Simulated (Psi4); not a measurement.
Pair of molecules, SMILES O with SMILES [GeH4], pulled apart as rigid monomers along the line of their centres of mass from the B3LYP-D3(BJ)/def2-TZVP minimum (SMILES order as in the coordinates).
Starting geometry (charge 0, multiplicity 1):
| atom | x (Å) | y (Å) | z (Å) |
|---|---|---|---|
| O | 0.2621 | -0.1240 | 0.4007 |
| H | -0.6530 | 0.0334 | 0.1450 |
| H | 0.7021 | 0.7273 | 0.3054 |
| Ge | -0.1671 | -0.0486 | 3.6465 |
| H | -0.3970 | 0.0353 | 5.1680 |
| H | -0.5968 | 1.2894 | 3.0232 |
| H | -1.0202 | -1.1881 | 3.0766 |
| H | 1.3210 | -0.2988 | 3.3781 |

These are SAPT0/aug-cc-pVDZ in Psi4 1.11 values and carry that method's errors.

| O1···Ge4 (Å) | electrostatics (kcal/mol) | exchange (kcal/mol) | induction (kcal/mol) | dispersion (kcal/mol) | total |
|---|---|---|---|---|---|
| 2.95 | -5.52 | 8.71 | -1.28 | [?] | -0.81 |
| 3.27 | -2.44 | 3.08 | -0.53 | -1.55 | -1.44 |
| 3.77 | -0.85 | 0.62 | -0.16 | -0.70 | -1.09 |
| 4.58 | -0.24 | 0.04 | -0.03 | -0.21 | -0.44 |
| 5.89 | [?] | 0.00 | -0.01 | -0.04 | -0.11 |

**Question.** Some entries are withheld; supply them.

**Answer.** 
- 2.95, dispersion (kcal/mol): -2.72
- 5.89, electrostatics (kcal/mol): -0.06
